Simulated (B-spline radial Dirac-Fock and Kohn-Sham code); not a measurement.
# Binding energies of Pm³¹⁺ at several levels of theory

System: Pm³¹⁺ in the configuration [Ar] 3d10 4s2.

The density-functional columns are spherical, spin-unpolarised Dirac-Kohn-Sham results without Breit or QED terms: −ε is minus the orbital energy of the initial state and ΔSCF the difference of two total energies. The reference in the last column comes from Dirac-Fock (average of configuration) total-energy differences with a finite nucleus, the Breit interaction including its frequency dependence, and self-energy and vacuum-polarisation corrections. All numbers are from a radial atomic solver, in eV; a selection of levels is shown. For the 1s level of heavy atoms much of the gap between ΔSCF and the reference is the Breit and QED part, -184.0 eV here; for other levels the error of the functional can be larger.

```
level   LDA −ε  LDA ΔSCF  Dirac-Fock
   1s  46100.1   46555.5     46382.8
   2s   8446.0    8547.0      8603.1
2p1/2   8068.6    8190.7      8188.3
2p3/2   7506.6    7619.4      7632.2
   3s   2670.4    2713.7      2754.1
3p1/2   2509.7    2554.7      2576.7
3p3/2   2392.2    2435.4      2458.5
3d3/2   2116.0    2164.2      2163.2
3d5/2   2090.0    2137.6      2138.0
   4s   1249.3    1270.7      1261.1
```

For the outermost level NIST gives 1261 ± 4 eV (theoretical); the differences from it are LDA −ε -11.71, LDA ΔSCF +9.72, Dirac-Fock +0.05 eV.

Values without a named source are computed, but for edge energies of neutral atoms, which are taken from tables.
